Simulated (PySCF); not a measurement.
## From computed data to an observable: oscillator strength and radiative lifetime

Ge(H)2(F)(OMe) (CH5FGeO), SMILES C[O][GeH2][F].

The structure is a stationary point at PBE0-D3(BJ)/def2-SVP. The values are those of a single conformer.

TDA-ωB97X/def2-SVPD (PySCF) puts the first singlet state with f over 0.02 at 8.55 eV (vertical), with the transition dipole (0.409, -0.094, -0.013) in atomic units.

**Question.** Find the oscillator strength, the wavelength and the radiative lifetime that this transition would have in vacuum if emission retraced absorption.

**Answer.** 
|μ|² = 0.1763 au, so |μ| = 1.07 D. ΔE = 8.55/27.211 = 0.3142 hartree. f = (2/3) ΔE |μ|² = 0.037 (the program prints 0.037).
λ = 1239.84/8.55 = 145 nm; ν = 68960 cm⁻¹.
Einstein's coefficient A = 0.6670 ν² f s⁻¹ (ν in cm⁻¹) = 1.2e8 s⁻¹, so τ = 1/A = 8.5 ns. This state is S4; the lower singlets have f = 0.005, 0.013, 0.014. The figure is the radiative limit of this one transition; relaxation, internal conversion, crossing to triplets and a medium change what is measured.
